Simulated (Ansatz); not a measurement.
(Li2S)n: PBE-D4/def2-SVP single points in Ansatz on relaxed structures, gas phase. Each cluster is the lowest isomer that a short search found in that spin, judged at the geometry's level, and lower ones may exist. Binding counts from free atoms in the multiplicity of their measured ground term, without zero-point energy. Singlets are spin-restricted. The structures are stationary points that may keep the symmetry of their start.

| species | atoms | state | geometry | HOMO (eV) | LUMO (eV) | gap (eV) | binding per atom (eV) | point group (within 0.1 Å) |
| --- | --- | --- | --- | --- | --- | --- | --- | --- |
| Li4S2 | 6 | singlet | PBE0-D4/def2-TZVP | -3.42 | -2.00 | 1.42 | 2.64 | – |
| Li8S4 | 12 | singlet | PBE0-D4/def2-SVP | -4.57 | -1.46 | 3.11 | 3.04 | C3v |

Problem. Estimate the rows for Li2S (singlet, PBE0-D4/def2-TZVP geometry).

Solution. 
```tsv
species	atoms	state	geometry	HOMO (eV)	LUMO (eV)	gap (eV)	binding per atom (eV)	point group (within 0.1 Å)
Li2S	3	singlet	PBE0-D4/def2-TZVP	-3.24	-1.28	1.97	2.12	C2v
```

The gap (eV) runs from 1.42 (Li4S2) to 3.11 (Li8S4). The binding per atom (eV) runs from 2.12 (Li2S) to 3.04 (Li8S4).
